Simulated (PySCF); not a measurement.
Mapped SMILES: `[CH3:1][c:2]1[cH:3][c:4]([SiH3:5])[c:6]([CH3:7])[pH:8]1` (H(Xn): hydrogen on atom n).

How the numbers were obtained: shieldings: GIAO HF/pcSseg-1, geometry: PBE0-D3(BJ)/def2-SVP, in PySCF 2.14 (rapidly exchanging positions averaged, one computed conformer, isolated molecule, no relativistic terms).

Predict the 2D correlation tables (HSQC, COSY, HMBC).

Answers



HSQC (one-bond C–H):
```csv
δH,δC
6.73 (H(C3)),147.6 (C3)
2.31 (H(C7)),17.9 (C7)
2.22 (H(C1)),17.3 (C1)
```

HMBC (two and three bonds, from the bond graph):
```csv
δH,δC
6.73 (H(C3)),"173.1 (C6), 151.6 (C2), 143.9 (C4), 17.3 (C1)"
4.83 (H(P8)),"173.1 (C6), 151.6 (C2), 147.6 (C3), 143.9 (C4), 17.9 (C7), 17.3 (C1)"
4.10 (H(Si5)),"173.1 (C6), 147.6 (C3), 143.9 (C4)"
2.31 (H(C7)),"173.1 (C6), 143.9 (C4)"
2.22 (H(C1)),"151.6 (C2), 147.6 (C3)"
```

No COSY cross peaks are expected.

Referencing at the same level of theory: 1H and 13C against TMS.

Short H···H contacts in this conformer between protons four or more bonds apart (candidates for NOE cross peaks, intensity ∝ r⁻⁶): H(C1)···H(C3) 2.55 Å, H(Si5)···H(C7) 2.60 Å, H(C3)···H(Si5) 2.79 Å.

Shifts are as computed. Against solution values, carbons near 30 ppm lie about -0 ppm off and those near 130 ppm about +7 ppm. Of 1313 compounds with measured shifts, 239 miss one by over three times the rms of a fit or turn the order of signals round; such compounds aren't used in these exercises.
